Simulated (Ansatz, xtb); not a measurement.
**Redistribution: CH2BrCl + CH2BrF → CH2ClF + CH2Br2**

Species: CH2BrCl (bromochloromethane) `ClCBr`, singlet; CH2BrF (bromofluoromethane) `FCBr`, singlet; CH2ClF (chlorofluoromethane) `FCCl`, singlet; CH2Br2 (dibromomethane) `BrCBr`, singlet. The partners trade Br for F; both sit on C, so the bond types are kept.

Shapes, held fixed at every level: PBE0-D4/def2-TZVP. Programs: Ansatz 0.2.0, xtb 6.7.1. The zero-point and thermal change to 298 K, harmonic and unscaled (PBE0-D4/def2-TZVP), is 0.0 kJ/mol.

(1) Estimate the reaction enthalpy at 298 K.

Answers

(1) From tabulated heats of formation (Active Thermochemical Tables), ΔH(298 K) = -3.5 kJ/mol. All levels lie within 4 kJ/mol, near the uncertainty of the heats themselves, so they can't be ranked here. Relativity is left out for Br. Outer-core shells of Br are correlated in most correlated rows, in sets that cover them unevenly. Times are processor times on shared x86 and Arm servers, and rough.

```
              level                    kind  ΔH (kJ/mol)  computed − measured  CPU time (all species)
           GFN0-xTB          semi-empirical         +0.2                 +3.7                  0.21 s
   SPW92/def2-TZVPP                     LDA         -2.4                 +1.1                   6.8 s
B3LYP-D4/def2-TZVPP           global hybrid         -3.0                 +0.5                    19 s
BHLYP-D4/def2-TZVPP           global hybrid         -4.3                 -0.8                    14 s
 PBE0-D4/def2-TZVPP           global hybrid         -3.5                  0.0                    14 s
 wB97X-V/def2-TZVPP  range-separated hybrid         -4.0                 -0.5                    38 s
  B2PLYP/def2-TZVPP           double hybrid         -3.9                 -0.4                    24 s
     MP2/def2-TZVPP     perturbation theory         -6.1                 -2.6                       –
 CCSD(T)/def2-TZVPP   coupled cluster or CI         -5.1                 -1.6                    86 s
```
